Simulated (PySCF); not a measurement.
**Structure revision by computed shifts**

A compound C8H13NSi gives the data below (simulated from a calculation) and was assigned the structure `C[Si](C)(C)c1cccnc1`.

13C{1H} NMR (computed): δ 151.0 (CH), 144.4 (CH), 138.2 (C), 136.6 (CH), 121.2 (C), 41.9 (CH2), 28.6 (CH2), 17.2 (CH3).

1H NMR (300 MHz, computed): δ 6.77 (m, 1H), 6.53 (q, 1H), 6.29 (d, 1H), 4.41 (d, 3H), 2.18 (m, 2H), 1.46 (m, 2H), 1.14 (t, 3H).

No relativistic terms, averaged over atoms made equivalent by symmetry, fast rotation or ring inversion, single conformer, isolated molecule. Geometry: GFN2-xTB; shieldings: GIAO PBE0/pcSseg-1; PySCF.

Scale: 1H (σ = 31.72 ppm), 13C (σ = 186.93 ppm) vs TMS (reference shieldings calculated alike).

**Question.** Compare with the shifts computed for the proposed structure, pairing carbons in order of shift.

**Answer.** Atom-mapped SMILES (the numbers label the heavy atoms): `[CH3:1][Si:2]([CH3:3])([CH3:4])[c:5]1[cH:6][cH:7][cH:8][n:9][cH:10]1`. Hydrogens are named by the atom that carries them.

```json
{"atom": "C10", "computed for proposal": "160.5", "given list": "151.0", "difference": "+9.5"}
{"atom": "C8", "computed for proposal": "155.8", "given list": "144.4", "difference": "+11.4"}
{"atom": "C6", "computed for proposal": "146.0", "given list": "138.2", "difference": "+7.8"}
{"atom": "C5", "computed for proposal": "139.5", "given list": "136.6", "difference": "+2.9"}
{"atom": "C7", "computed for proposal": "127.7", "given list": "121.2", "difference": "+6.5"}
{"atom": "C1", "computed for proposal": "-0.7", "given list": "41.9", "difference": "-42.6"}
{"atom": "C3", "computed for proposal": "-0.7", "given list": "28.6", "difference": "-29.3"}
{"atom": "C4", "computed for proposal": "-0.7", "given list": "17.2", "difference": "-17.9"}
```

The rms difference is 20.4 ppm and the largest -42.6 ppm at C1 (methyl carbon bonded to Si). The proposal also would give 6 carbon signals, not 8. The carbon types in order of shift don't match either: CH, CH, CH, C, CH, CH3, CH3, CH3 for the proposal against CH, CH, C, CH, C, CH2, CH2, CH3 in the data. The proposal doesn't fit.

**Question.** Which isomer fits?

**Answer.** SMILES CCC/C=C/C(C#N)=C/[SiH3].

Carbon types of the structure: 2 × C, 3 × CH, 2 × CH2, 1 × CH3, leaving 3 H on heteroatoms. δC 151.0, 144.4, 136.6: alkene CH; an sp2 carbon of a C=C bond. δC 138.2: fully substituted alkene carbon; as expected for a trigonal carbon in a double bond. δC 121.2: nitrile carbon; C≡N carbons fall here, among the sp2 signals but without a proton. δH 2.18: hydrogen on an allylic sp3 CH2; allylic position.

Other isomers checked: C[Si](C)(C)c1ccncc1 (rms 21.2 ppm); C[Si](C)(C)c1ccccn1 (rms 21.9 ppm).

The shifts were computed for this structure.

Shifts are as computed. Against solution values, carbons near 30 ppm lie about +3 ppm off and those near 130 ppm about +5 ppm. Of 1211 compounds with measured shifts, 218 miss one by over three times the rms of a fit or turn the order of signals round; such compounds aren't used in these exercises. No couplings were computed; multiplicities are counted from neighbouring protons, with m where these are inequivalent, close in shift, in a saturated or five-membered ring or joined by F or P, and br s for small geminal =CH2 splittings.
